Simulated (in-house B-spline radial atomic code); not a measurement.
A radial electron density 4πr²n(r) was computed for an atom or ion in its tabulated ground configuration with an all-electron radial atomic-structure program (B-spline basis); method: Dirac-Kohn-Sham PW91, spherical fractional occupations. Columns: r (bohr), 4πr²n(r) (electrons per bohr), bar.

```
  0.0026   0.5883 #
 0.00309   0.8095 #
 0.00369    1.119 ##
 0.00439    1.529 ##
 0.00523    2.082 ###
 0.00623    2.814 ####
 0.00742    3.771 ######
 0.00884    5.005 ########
  0.0105    6.535 ##########
  0.0125    8.445 #############
  0.0149    10.75 #################
  0.0178    13.45 #####################
  0.0212    16.37 ##########################
  0.0252    19.35 ###############################
  0.0301    22.23 ###################################
  0.0358    24.51 #######################################
  0.0427    25.92 #########################################
  0.0508    26.13 ##########################################
  0.0606    25.08 ########################################
  0.0721    23.13 #####################################
  0.0859    20.96 #################################
   0.102    19.58 ###############################
   0.122    19.82 ################################
   0.145    21.86 ###################################
   0.173    25.01 ########################################
   0.206    27.49 ############################################
   0.245    27.56 ############################################
   0.292    24.31 #######################################
   0.348    18.49 ##############################
   0.415    12.31 ####################
   0.494    8.184 #############
   0.589    6.932 ###########
   0.701    7.534 ############
   0.835    7.965 #############
   0.995    6.922 ###########
    1.19    4.619 #######
    1.41    2.401 ####
    1.68   0.9027 #
       2   0.2447 
    2.39  0.04307 
    2.84 0.004832 
    3.39 0.0003005
```

Which atom or ion is it?
A. Ti7+
B. Ti6+
C. Ti5+
D. Ca6+

B. The area under the curve, ∫4πr²n dr = ∫r·4πr²n d(ln r) on this logarithmic grid, is 16 electrons, which only this option has. The configuration is [Ne] 3s2 3p4.
